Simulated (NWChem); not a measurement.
System: Si$_{2}$H$_{2}$F$_{4}$; SMILES F[SiH]([SiH](F)F)F

Here is an NWChem input.

```
start job
memory heap 200 mb stack 900 mb global 1100 mb
geometry units angstroms noautosym nocenter noautoz
  Si    -1.112451     0.380493     0.002901
  F     -1.851643    -0.244784     1.318051
  F     -1.848947    -0.237760    -1.317087
  Si     1.112451    -0.380493     0.002901
  F      1.848947     0.237760    -1.317087
  F      1.851643     0.244784     1.318051
  H     -1.304784     1.864672     0.006833
  H      1.304784    -1.864672     0.006833
end
basis spherical
  * library sto-3g
end
dft
  xc b3lyp
  iterations 150
end
property
  response 1 0.0773
end
task dft property
```

NWChem printed, in part:

```
             Northwest Computational Chemistry Package (NWChem) 7.3.0
             --------------------------------------------------------

                             Geometry "geometry" -> ""
                             -------------------------

 Output coordinates in angstroms (scale by  1.889725989 to convert to a.u.)

  No.       Tag          Charge          X              Y              Z
 ---- ---------------- ---------- -------------- -------------- --------------
    1 Si                  14.0000    -1.11245100     0.38049300     0.00290100
    2 F                    9.0000    -1.85164300    -0.24478400     1.31805100
    3 F                    9.0000    -1.84894700    -0.23776000    -1.31708700
    4 Si                  14.0000     1.11245100    -0.38049300     0.00290100
    5 F                    9.0000     1.84894700     0.23776000    -1.31708700
    6 F                    9.0000     1.85164300     0.24478400     1.31805100
    7 H                    1.0000    -1.30478400     1.86467200     0.00683300
    8 H                    1.0000     1.30478400    -1.86467200     0.00683300

 Effective nuclear repulsion energy (a.u.)     390.8973287154

                              NWChem Property Module
                              ----------------------

                                 NWChem DFT Module
                                 -----------------

 Summary of "ao basis" -> "ao basis" (spherical)
 ------------------------------------------------------------------------------
       Tag                 Description            Shells   Functions and Types
 ---------------- ------------------------------  ------  ---------------------
 Si                          sto-3g                  5        9   3s2p
 F                           sto-3g                  3        5   2s1p
 H                           sto-3g                  1        1   1s

            General Information
            -------------------
          SCF calculation type: DFT
          Wavefunction type:  closed shell.
          No. of atoms     :     8
          No. of electrons :    66
           Alpha electrons :    33
            Beta electrons :    33
          Charge           :     0
          Spin multiplicity:     1
          Use of symmetry is: off; symmetry adaption is: off
          Maximum number of iterations: 150
          AO basis - number of functions:    40
                     number of shells:    24
          Convergence on energy requested:  1.00D-06
          Convergence on density requested:  1.00D-05
          Convergence on gradient requested:  5.00D-04

              XC Information
              --------------
                         B3LYP Method XC Potential
                     Hartree-Fock (Exact) Exchange  0.200
                        Slater Exchange Functional  0.800 local
                    Becke 1988 Exchange Functional  0.720 non-local
              Lee-Yang-Parr Correlation Functional  0.810
                  VWN I RPA Correlation Functional  0.190 local

             Grid Information
             ----------------
          Grid used for XC integration:  medium
          Radial quadrature: Mura-Knowles
          Angular quadrature: Lebedev.
          Tag              B.-S. Rad. Rad. Pts. Rad. Cut. Ang. Pts.
          ---              ---------- --------- --------- ---------
          Si                  1.10       88           9.0       590
          F                   0.50       49          10.0       434
          H                   0.35       45          11.0       434
          Grid pruning is: on
          Number of quadrature shells:   462
          Spatial weights used:  Erf1

      Superposition of Atomic Density Guess
      -------------------------------------

 Sum of atomic energies:        -963.84084595

      Non-variational initial energy
      ------------------------------

 Total energy =    -963.382191
 1-e energy   =   -2137.327432
 2-e energy   =     783.047911
 HOMO         =      -0.123485
 LUMO         =       0.321001

   convergence    iter        energy       DeltaE   RMS-Dens  Diis-err
 ---------------- ----- ----------------- --------- --------- ---------
 d= 0,ls=0.0,diis     1   -966.7506130339 -1.36D+03  8.90D-02  1.30D+00
 d= 0,ls=0.0,diis     2   -966.5087213297  2.42D-01  5.13D-02  3.36D+00
 d= 0,ls=0.0,diis     3   -967.0804828291 -5.72D-01  2.41D-03  4.09D-03
 d= 0,ls=0.0,diis     4   -967.0812977618 -8.15D-04  6.56D-04  2.02D-04
 d= 0,ls=0.0,diis     5   -967.0813538261 -5.61D-05  6.07D-05  1.59D-06
 d= 0,ls=0.0,diis     6   -967.0813541890 -3.63D-07  1.82D-05  2.77D-07
 d= 0,ls=0.0,diis     7   -967.0813542439 -5.50D-08  3.13D-06  9.19D-09

         Total DFT energy =     -967.081354243943
      One electron energy =    -2132.924847247398
           Coulomb energy =      860.139764826463
    Exchange-Corr. energy =      -85.193600538394
 Nuclear repulsion energy =      390.897328715387

 Numeric. integr. density =       65.999996928516

                       DFT Final Molecular Orbital Analysis
                       ------------------------------------

 Vector   31  Occ=2.000000D+00  E=-1.890116D-01
              MO Center=  6.5D-07,  2.0D-10, -7.4D-03, r^2= 5.6D+00
   Bfn.  Coefficient  Atom+Function         Bfn.  Coefficient  Atom+Function
  ----- ------------  ---------------      ----- ------------  ---------------
    13      0.446476  2 F  py                18      0.447595  3 F  py
    32      0.447597  5 F  py                37      0.446474  6 F  py
    39     -0.255021  7 H  s                 40      0.255021  8 H  s
    17      0.118563  3 F  px                31      0.118564  5 F  px
    12      0.112139  2 F  px                36      0.112138  6 F  px

 Vector   32  Occ=2.000000D+00  E=-1.889025D-01
              MO Center= -1.4D-07, -1.8D-08,  1.4D-02, r^2= 5.5D+00
   Bfn.  Coefficient  Atom+Function         Bfn.  Coefficient  Atom+Function
  ----- ------------  ---------------      ----- ------------  ---------------
    14      0.408890  2 F  pz                38     -0.408890  6 F  pz
    19      0.405847  3 F  pz                33     -0.405847  5 F  pz
    12      0.237257  2 F  px                36      0.237257  6 F  px
    17     -0.236063  3 F  px                31     -0.236064  5 F  px
    13      0.171674  2 F  py                37      0.171673  6 F  py

 Vector   33  Occ=2.000000D+00  E=-1.358181D-01
              MO Center= -9.1D-09,  1.8D-09,  1.6D-03, r^2= 4.8D+00
   Bfn.  Coefficient  Atom+Function         Bfn.  Coefficient  Atom+Function
  ----- ------------  ---------------      ----- ------------  ---------------
    12      0.413028  2 F  px                17      0.412945  3 F  px
    31     -0.412945  5 F  px                36     -0.413028  6 F  px
    39      0.231165  7 H  s                 40      0.231165  8 H  s
     7     -0.223804  1 Si px                26      0.223804  4 Si px
     6     -0.184970  1 Si s                 25     -0.184970  4 Si s

 Vector   34  Occ=0.000000D+00  E= 1.811153D-01
              MO Center=  4.4D-09, -5.9D-09,  3.3D-03, r^2= 3.0D+00
   Bfn.  Coefficient  Atom+Function         Bfn.  Coefficient  Atom+Function
  ----- ------------  ---------------      ----- ------------  ---------------
     6      0.836386  1 Si s                 25     -0.836386  4 Si s
     7      0.455438  1 Si px                26      0.455438  4 Si px
    39     -0.456627  7 H  s                 40      0.456627  8 H  s
    12     -0.192857  2 F  px                17     -0.192729  3 F  px
    31     -0.192729  5 F  px                36     -0.192857  6 F  px

 Vector   35  Occ=0.000000D+00  E= 2.320932D-01
              MO Center= -7.5D-09,  1.7D-09,  6.6D-04, r^2= 3.3D+00
   Bfn.  Coefficient  Atom+Function         Bfn.  Coefficient  Atom+Function
  ----- ------------  ---------------      ----- ------------  ---------------
     9      0.715703  1 Si pz                28      0.715703  4 Si pz
    12     -0.234240  2 F  px                17      0.234322  3 F  px
    31     -0.234322  5 F  px                36      0.234240  6 F  px
     5     -0.219752  1 Si pz                24     -0.219752  4 Si pz
    16      0.213689  3 F  s                 30      0.213689  5 F  s

 Vector   36  Occ=0.000000D+00  E= 2.536385D-01
              MO Center=  1.2D-08,  2.5D-09,  3.6D-03, r^2= 3.7D+00
   Bfn.  Coefficient  Atom+Function         Bfn.  Coefficient  Atom+Function
  ----- ------------  ---------------      ----- ------------  ---------------
     8      0.509060  1 Si py                27      0.509060  4 Si py
     7      0.472243  1 Si px                26      0.472243  4 Si px
    14     -0.341384  2 F  pz                19      0.340473  3 F  pz
    33     -0.340473  5 F  pz                38      0.341384  6 F  pz
    39     -0.231228  7 H  s                 40      0.231228  8 H  s

     Multipole analysis of the density
     ---------------------------------

     L   x y z        total         alpha         beta         nuclear
     -   - - -        -----         -----         ----         -------
     0   0 0 0     -0.000000    -33.000000    -33.000000     66.000000

     1   1 0 0      0.000000      0.000000      0.000000      0.000000
     1   0 1 0     -0.000000     -0.000000     -0.000000      0.000000
     1   0 0 1      0.001394     -0.105360     -0.105360      0.212114

[...]

 DFT Linear Response polarizability / au
 Frequency  =       0.0773000 / au
 Wavelength =     589.4353558 / nm
              X              Y              Z
 -----------------------------------------------
 X      32.4139444     -4.5980493     -0.0000000
 Y      -4.5980505     24.3593852     -0.0000000
 Z      -0.0000000     -0.0000000     23.5610492
 -----------------------------------------------
 Eigenvalues =      34.4990325     22.2742972     23.5610492
 Isotropic   =      26.7781263
 Anisotropic =      11.6348477
 -----------------------------------------------

 Magnetic Dipole Response Matrix (nonzero elements):
```

Level: B3LYP/STO-3G. STO-3G and 3-21G are far too small for this property and stand as cheap habits. All runs use the structure optimised with PBE-D3(BJ)/def2-SVP.
